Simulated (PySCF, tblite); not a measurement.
Compound: C6H5ClFN.
Numbering: `[N:1]#[C:2][C@H:3]([C:4]#[C:5][CH2:6][F:7])[CH2:8][Cl:9]` (hydrogens: H10 on C3; H11, H12 on C6; H13, H14 on C8)

Cartesian coordinates in Å at the GFN2-xTB level; atoms count from 1:
```xyz
14
C6H5ClFN angstrom
N     -1.7211   -2.7776    0.4166
C     -1.4631   -1.7442    0.0060
C     -1.1294   -0.4251   -0.5017
C      0.2775   -0.1617   -0.2390
C      1.4209    0.0654    0.0388
C      2.8249    0.3388    0.2670
F      3.5481    0.2094   -0.8957
C     -2.0359    0.6196    0.1644
Cl    -1.7063    2.2382   -0.5127
H     -1.2934   -0.4190   -1.5875
H      2.9647    1.3687    0.6184
H      3.2452   -0.3732    0.9881
H     -1.8470    0.6687    1.2373
H     -3.0856    0.3916   -0.0221
```

Method used: PBE0/pcSseg-1 in PySCF (dipole) on a GFN2-xTB geometry, gas phase.

Take the most abundant isotopes and a rigid rotor. The values belong to one conformer with, in the numbering `[N:1]#[C:2][C@H:3]([C:4]#[C:5][CH2:6][F:7])[CH2:8][Cl:9]`, C2–C3–C8–Cl9 -177°.

(1) Give the principal moments of inertia and the rotational constants in MHz.

(2) Classify the top.

(3) What does the inertial defect say?

(4) Give the other two planar moments, Paa and Pbb, and the rms extents of the mass along the axes.

(5) Predict some low-J microwave lines.

## Answers

(1) Ia = 354.77, Ib = 649.97, Ic = 960.62 u·Å²; 505379 MHz·u·Å²/I gives A = 1425, B = 777.5, C = 526.1 MHz.

(2) An asymmetric top. Ray's parameter κ = (2B − A − C)/(A − C) = -0.440; −1 is the prolate and +1 the oblate limit.

(3) Not planar: Δ = Ic − Ia − Ib = -44.13 u·Å². For a rigid frame Δ = −2 Σ m c², so Σ m c² = 22.06 u·Å² lies off the ab plane: 7.26 from hydrogen and 14.80 from heavier atoms. The atom farthest from that plane is 1.51 Å away.

(4) Paa = Σ m a² = (Ib + Ic − Ia)/2 = 627.91 and Pbb = Σ m b² = (Ia + Ic − Ib)/2 = 332.71 u·Å². With the mass M = 145.01 u, the rms extents √(P/M) along a, b and c are 2.08, 1.51, 0.39 Å.

(5) The dipole components are |μa| = 0.46 D, |μb| = 1.81 D, |μc| = 1.27 D. The squared components, which scale the intensities, stand as 0.06 : 1.00 : 0.49 (a : b : c). Some lines, for components of 0.1 D or more:

```
type  branch         J(Ka,Kc)    MHz  lower level (cm⁻¹)
   b       R  5(3,2) ← 4(4,1)   1556               0.849
   b       R  1(1,1) ← 0(0,0)   1951               0.000
   b       Q  5(2,3) ← 5(1,4)   2283               0.723
   a       Q  4(1,3) ← 4(1,4)   2451               0.414
   c       Q  5(3,3) ← 5(2,3)   2825               0.799
   b       Q  5(3,2) ← 5(2,3)   3060               0.799
   b       R  3(0,3) ← 2(1,2)   3234               0.144
   b       Q  4(3,1) ← 4(2,2)   3359               0.561
   a       R  3(2,2) ← 2(2,1)   3911               0.234
   a       R  3(1,2) ← 2(1,1)   4245               0.169
   a       R  4(0,4) ← 3(0,3)   4748               0.252
   c       R  2(2,1) ← 1(1,1)   5051               0.065
   c       Q  5(4,2) ← 5(3,2)   5095               0.901
   b       Q  4(4,0) ← 4(3,1)   5263               0.673
   b       R  5(1,4) ← 4(2,3)   5581               0.536
   a       R  5(2,4) ← 4(2,3)   6385               0.536
   a       R  5(4,2) ← 4(4,1)   6651               0.849
   b       R  4(2,3) ← 3(1,2)   6774               0.310
   a       R  5(2,3) ← 4(2,2)   7117               0.561
   b       R  5(2,4) ← 4(1,3)   7593               0.496
   c       R  4(2,3) ← 3(1,3)   8273               0.260
   c       R  4(3,2) ← 3(2,2)   9210               0.364
   b       R  5(3,3) ← 4(2,2)   9943               0.561
   b       R  4(4,1) ← 3(3,0)  10628               0.494
   b       R  5(4,2) ← 4(3,1)  11913               0.673
   c       R  5(4,2) ← 4(3,2)  11976               0.671
   c       R  5(5,0) ← 4(4,0)  13482               0.849
   c       R  5(5,1) ← 4(4,1)  13483               0.849
```

Its lowest GFN2-xTB frequency is 14 cm⁻¹, too small to tell a flat minimum from a shallow saddle. Zero-point vibration and centrifugal distortion are left out. Quadrupole hyperfine structure (14N, 35Cl) is left out.
